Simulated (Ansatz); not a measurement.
Ansatz (an electronic-structure program) input:

Ansatz 0.2 input:
```yaml
crystal:
  periodic: [false, false, false]
  atoms:
    - {symbol: B, position_ang: [0.61539909, 0.12016340, -0.06917733]}
    - {symbol: Cl, position_ang: [1.24317855, 1.73122140, 0.14055655]}
    - {symbol: Cl, position_ang: [1.73761840, -1.15019799, -0.47093843]}
    - {symbol: C, position_ang: [-0.84221088, -0.16402706, 0.09071535]}
    - {symbol: H, position_ang: [-1.56308244, 0.59712992, 0.33854339]}
    - {symbol: H, position_ang: [-1.26348922, -1.14786316, -0.03181670]}
basis:
  gaussian:
    orbitals: def2-TZVP
hamiltonian:
  xc: b3lyp
  dispersion: d3bj
magnetization: {spin_polarized: true, initial_magnetization: 1}
relax: {f_tol: 0.002, max_steps: 150}
```

Question: Predict the final energy.

Answer: -984.68964 Eh (B3LYP-D3(BJ)/def2-TZVP). The basis has 148 functions.

It need not be the lowest isomer of its formula.
